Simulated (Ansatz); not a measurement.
Stepwise reaction of `C[NH][GeH3]` with hydrogen fluoride, as a gas-phase model of exchange steps in deposition or etching. ΔE in kJ/mol; ΔG adds harmonic PBE0-D4 terms to CCSD(T)/CBS, at 1 bar.

Program: Ansatz. Geometries: PBE0-D4/def2-TZVP. ΔE: electronic, gas phase. CBS: MP2 limit from def2 TZ/QZ plus the TZ coupled-cluster correction, frozen cores. This one scheme is used for every species. Functionals use def2-TZVPP. B3LYP here is the variant with VWN-RPA as its local correlation; programs differ in this. For Ge outer-core shells are correlated without core-valence functions, which leaves a few kJ/mol of doubt a bond. Scalar relativity is left out up to krypton. Each species was taken in one conformer, which may not be the lowest.

```csv
step,reaction,PBE-D4,B3LYP-D4,ωB97M-V,CCSD(T)/CBS,ΔG(500 K)
1,`C[NH][GeH3]` + H–F → `C[NH][GeH2][F]` + H₂,-60.8,-65.7,-64.5,-58.5,-56.9
2,`C[NH][GeH2][F]` + H–F → `C[NH][GeH]([F])[F]` + H₂,-52.3,-57.1,-57.3,-51.4,-52.7
```

(1) By hand: ΔE of the 2 steps together at CCSD(T)/CBS.

Answers

(1) (-58.5) + (-51.4) = -109.9 kJ/mol, or -55.0 kJ/mol a step.

In ΔE each step is higher than the one before. All are downhill at CCSD(T)/CBS. ΔG lies between -56.9 and -52.7 kJ/mol a step. PBE-D4 differs from CCSD(T)/CBS by -2.3 to -0.9 kJ/mol a step. Isolated molecules leave out the surface, adducts and barriers. Largest T1 diagnostic: 0.012.
